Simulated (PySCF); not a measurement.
PySCF input:

```python
from pyscf import gto, scf, dft

mol = gto.M(
    atom='''
    C    -1.30140524   -1.18480293    0.04320733
    I     0.21068024    0.19180387   -0.00699469
    H    -1.68009966   -1.49242257    1.00329335
    H    -1.67752164   -1.56436514   -0.89181858
    ''',
    basis='def2-tzvpd',
    ecp='def2-tzvp',
    charge=0,
    spin=1,
    verbose=4,
)

mf = dft.UKS(mol, xc='m062x').density_fit(auxbasis='def2-universal-jkfit')
mf.grids.level = 4
mf.conv_tol = 1e-9
mf.max_cycle = 100
mf.max_memory = 1500
mf.kernel()
if not mf.converged:
    mf = mf.newton()
    mf.kernel(mf.make_rdm1())
for _ in range(2):
    mo, _, stable, _ = mf.stability(return_status=True)
    if stable:
        break
    mf.kernel(mf.make_rdm1(mo, mf.mo_occ))
mf.analyze()
```

### Question
Which total energy does the run end on?

### Answer
-336.86003 Eh (M06-2X/def2-TZVPD).

It need not be the lowest isomer of its formula.
